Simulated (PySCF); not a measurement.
Atoms are numbered as in `[F:1][C@@H:2]1[CH2:3][Si@H:4]1[SiH3:5]`; H(Xn) means a hydrogen on atom n. Ha(C3) is cis to F1 on the ring; Hb(C3) is trans to F1 on the ring.

Geometry: PBE0-D3(BJ)/def2-SVP; GIAO shifts from PySCF, gas phase, non-relativistic, averaged over equivalent atoms.

At PBE0/def2-SVP (113 basis functions, 11 s wall time on 1 thread of an Arm Neoverse V1, shared host):
```tsv
atoms	δ (ppm)
F1	-215.9
C2	71.3
C3	2.5
Si5	-97.0
Si4	-137.3
H(C2)	4.52
H(Si5)	3.51
H(Si4)	2.67
Ha(C3)	1.03
Hb(C3)	0.83
```

Referencing at the same level of theory: $^{19}$F (σref 214.64) vs CFCl3; $^{13}$C (σref 193.72), $^{29}$Si (σref 407.17), $^{1}$H (σref 31.34) vs TMS.

Task: Estimate the result of repeating the calculation with PBE0/aug-cc-pVDZ.

Result: 
```json
{"atoms": "F1", "δ at PBE0/aug-cc-pVDZ": "-229.4", "change": "-13.5"}
{"atoms": "C2", "δ at PBE0/aug-cc-pVDZ": "73.1", "change": "+1.8"}
{"atoms": "C3", "δ at PBE0/aug-cc-pVDZ": "3.5", "change": "+1.0"}
{"atoms": "Si5", "δ at PBE0/aug-cc-pVDZ": "-94.6", "change": "+2.4"}
{"atoms": "Si4", "δ at PBE0/aug-cc-pVDZ": "-133.2", "change": "+4.1"}
{"atoms": "H(C2)", "δ at PBE0/aug-cc-pVDZ": "4.97", "change": "+0.45"}
{"atoms": "H(Si5)", "δ at PBE0/aug-cc-pVDZ": "3.69", "change": "+0.18"}
{"atoms": "H(Si4)", "δ at PBE0/aug-cc-pVDZ": "2.88", "change": "+0.21"}
{"atoms": "Ha(C3)", "δ at PBE0/aug-cc-pVDZ": "1.15", "change": "+0.12"}
{"atoms": "Hb(C3)", "δ at PBE0/aug-cc-pVDZ": "1.06", "change": "+0.23"}
```

Referencing at the same level of theory: $^{19}$F (194.15 ppm) against CFCl3; $^{13}$C (195.12 ppm), $^{29}$Si (416.72 ppm), $^{1}$H (31.39 ppm) vs TMS.

The largest change is at F1 (fluorine on an sp3 carbon). Cost: 186 basis functions, 29 s wall time on 1 thread of an Arm Neoverse V1, shared host.

Unscaled 19F shifts against computed CFCl3 carry errors that often reach 10 to 50 ppm.
